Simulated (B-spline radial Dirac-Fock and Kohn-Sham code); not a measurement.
Total conversion coefficients at 1000 keV, I to Lu

Level of theory: a Dirac-Hartree-Slater potential of the neutral atom with a Latter tail (no hole, which puts coefficients of high multipoles low close above an edge), finite nucleus with surface currents; a radial finite-basis atomic code. Subshells within 1 keV of threshold and pair formation are left out.

```tsv
Z	element	E2	E3	E5	M3	M4
53	I	0.00154	0.00324	0.0130	0.0102	0.0203
54	Xe	0.00163	0.00343	0.0138	0.0110	0.0220
55	Cs	0.00172	0.00363	0.0146	0.0119	0.0237
56	Ba	0.00182	0.00384	0.0155	0.0129	0.0256
57	La	0.00192	0.00407	0.0165	0.0139	0.0276
58	Ce	0.00203	0.00430	0.0175	0.0150	0.0297
59	Pr	0.00214	0.00454	0.0185	0.0162	0.0320
60	Nd	0.00225	0.00480	0.0196	0.0175	0.0344
61	Pm	0.00237	0.00506	0.0208	0.0188	0.0370
62	Sm	0.00250	0.00534	0.0220	0.0203	0.0398
63	Eu	0.00263	0.00564	0.0233	0.0218	0.0427
64	Gd	0.00277	0.00595	0.0247	0.0235	0.0459
65	Tb	0.00291	0.00628	0.0262	0.0253	0.0493
66	Dy	0.00306	0.00661	0.0277	0.0271	0.0528
67	Ho	0.00321	0.00698	0.0294	0.0292	0.0566
68	Er	0.00338	0.00735	0.0311	0.0313	0.0607
69	Tm	0.00355	0.00776	0.0329	0.0337	0.0651
70	Yb	0.00373	0.00817	0.0349	0.0361	0.0696
71	Lu	0.00391	0.00862	0.0370	0.0388	0.0745
```

Values without a named source are computed, but for edge energies of neutral atoms, which are taken from tables.
